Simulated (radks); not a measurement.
Polarisability of the molybdenum ion Mo6+, [Kr], at imaginary frequency. Method: scalar-relativistic Kohn-Sham, LDA (Slater exchange, Perdew-Wang correlation), spin-polarised, spherical densities, finite nucleus; Fermi nuclear charge, rms radius 4.4091 fm; computed with a radial shooting solver on a logarithmic mesh with Libxc functionals. Response by self-consistent Sternheimer equations with the Hartree and adiabatic LDA kernel, the relativistic mass of each level held fixed and spin-orbit coupling left out.

w (hartree),alpha1(iw) (bohr^3),alpha2(iw) (bohr^5)
0.00266,1.783,2.556
0.0143,1.783,2.556
0.0360,1.782,2.556
0.0697,1.781,2.555
0.118,1.777,2.552
0.186,1.767,2.545
0.280,1.747,2.532
0.413,1.708,2.504
0.605,1.629,2.446
0.892,1.481,2.329
1.35,1.223,2.095
2.12,0.8504,1.661
3.59,0.4577,1.019
6.94,0.1837,0.4025
17.5,0.05016,0.08167

Static values: alpha1 = 1.783 bohr^3 (0.2642 angstrom^3; uncoupled 2.826), alpha2 = 2.556 bohr^5, alpha3 = 7.487 bohr^7. C6 = 4.945, C8 = 41.59, triple-dipole C9 = 6.419 atomic units. One-pole (London) frequency 4 C6 / (3 alpha1^2) = 2.074 hartree, against 4.310 for minus the highest occupied eigenvalue.
